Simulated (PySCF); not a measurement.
C5H4F2O, SMILES O=C1C=C(F)C[C@H]1F.

Geometry optimised at ωB97X-D3(BJ)/def2-SVP. The structure was generated by enumeration; whether it is a known compound was not checked. Other conformers were not sampled.

Level of theory: M06-2X/def2-TZVP (PySCF).

Gas-phase values at a fixed geometry.

Task: Estimate the frontier levels, gap, dipole moment. (Estimate from the structure and the level; the computed values follow.)

Result: 
* **highest occupied level**: -9.20 eV
* **lowest empty level**: -0.70 eV
* **orbital gap**: 8.50 eV
* **dipole moment**: 3.57 D
* **quadrupole, principal values (traceless, Buckingham form, about the centre of nuclear charge)**: -12.05, 3.74, 8.31 D·Å
